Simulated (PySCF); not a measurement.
## Correlation energy of S⁻ (sulfur, charge -1)

[Ne] 3s2 3p5, 2P determinant. Calculation: PySCF 2.14, in dyall-acv3z (19s12p6d4f, 113 functions); the spin-free X2C one-electron Hamiltonian (Gaussian nucleus). Frozen: [Ne]; 7 electrons correlated; the 31 highest virtual orbitals of each spin left out.

```csv
level,correlation energy (mhartree)
CCSD,-180.58
(T),-8.53
CCSD(T),-189.11
```

Diagnostics: T1 = 0.011, D1 = 0.0272, largest double amplitude 0.038.

Cost of the coupled-cluster step: of the order of 24 core-seconds, for 7 correlated electrons.
